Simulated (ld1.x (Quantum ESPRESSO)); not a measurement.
manganese (Mn), TM: configuration errors across variants

- Element: Mn
- Generator: ld1.x (Quantum ESPRESSO) 7.5
- Type: norm-conserving Troullier–Martins (Kleinman–Bylander form)
- Functional: PBEsol
- Relativity: scalar-relativistic
- Frozen core: [Ne]
- Valence charge: 15
- Reference configuration: 3s2 3p6 3d5 4s1 4p0 (charge +1)
- Partial waves: 3p (bound): rc 1.25 bohr; 3d (bound): rc 1.45 bohr; 3s (bound): rc 1.30 bohr
- Local potential: the s channel
- Core correction: none

Occupied shells without a wave of their own: 4s. They enter only through the test configuration that unscreens the potential.

All-electron excitation energies from the reference (eV): (1) 3s2 3p6 3d5 4s2 4p0 -8.432; (2) 3s2 3p6 3d5 4s0 4p0 15.511; (3) 3s2 3p6 3d4 4s0 4p0 47.991; (4) 3s2 3p6 3d6 4s1 4p0 -8.798; (5) 3s2 3p5 3d5 4s2 4p0 53.439; (6) 3s2 3p6 3d4 4s2 4p0 4.781; (7) 3s1 3p6 3d5 4s2 4p0 84.842.

For the base: The 4s level has no wave, so the channel is fitted at the deeper level alone: the likely source of the large errors.

On the changes marked as counting shells twice: ld1.x takes every shell without a wave as core, so the model core holds the marked electrons as well and exchange and correlation see them twice. This cancels in the reference configuration, but the file is broken for other ones, and its errors say nothing about a proper core correction.

3 further variants failed, have other tests or another functional or relativity, and are left out.

The file “base” misses its own reference levels by 0.7 eV. The file “wave 3d (bound): rc 1.45 bohr becomes 3d (bound): rc 1.96 bohr” misses its own reference levels by 0.7 eV. The file “core correction a·sin(br)/r model core inside 0.84 bohr (4s counted twice)” misses its own reference levels by 0.7 eV. The file “wave 3s (bound): rc 1.30 bohr becomes 3s (bound): rc 1.28 bohr” misses its own reference levels by 0.7 eV. The file “all radii scaled by about 0.90 (s 1.18, p 1.12, d 1.30 bohr)” misses its own reference levels by 0.4 eV. The file “wave 3p (bound): rc 1.25 bohr becomes 3p (bound): rc 1.92 bohr” misses its own reference levels by 0.7 eV. The file “local potential the p channel” misses its own reference levels by 0.4 eV. The file “wave 3s (bound): rc 1.30 bohr becomes 3s (bound): rc 1.76 bohr” misses its own reference levels by 2.3 eV. The file “wave 3d (bound): rc 1.45 bohr becomes 3d (bound): rc 2.06 bohr” misses its own reference levels by 0.7 eV.

Errors AE − PS in meV (a dash: test not solved or not reliable):

```csv
change,(1),(2),(3),(4),(5),(6),(7),bound ghosts
base,+577,-962,-1420,+15,+1038,+1028,+979,none
wave 3d (bound): rc 1.45 bohr becomes 3d (bound): rc 1.96 bohr,+578,-963,-1385,+20,+877,+1095,+758,none
core correction a·sin(br)/r model core inside 0.84 bohr (4s counted twice),+444,-1153,-1799,-45,+998,+991,+940,none
wave 3s (bound): rc 1.30 bohr becomes 3s (bound): rc 1.28 bohr,+577,-962,-1420,+15,+1038,+1028,+979,none
"all radii scaled by about 0.90 (s 1.18, p 1.12, d 1.30 bohr)",+329,-549,-819,+9.7,+606,+598,+579,none
wave 3p (bound): rc 1.25 bohr becomes 3p (bound): rc 1.92 bohr,+577,-962,-1432,+14,+1102,+1022,+956,none
local potential the p channel,+305,-512,-777,+8.1,+538,+568,+461,none
wave 3s (bound): rc 1.30 bohr becomes 3s (bound): rc 1.76 bohr,+1776,-2881,-4087,+21,+3027,+2892,+2897,none
wave 3d (bound): rc 1.45 bohr becomes 3d (bound): rc 2.06 bohr,+578,-964,-1370,+24,+835,+1120,+705,none
```

**Question.** Give the same row for: wave 3d (bound): rc 1.45 bohr becomes 3d (bound): rc 1.68 bohr.

**Answer.** +578, -962, -1411, +15, +977, +1048, +891; bound ghosts: none.
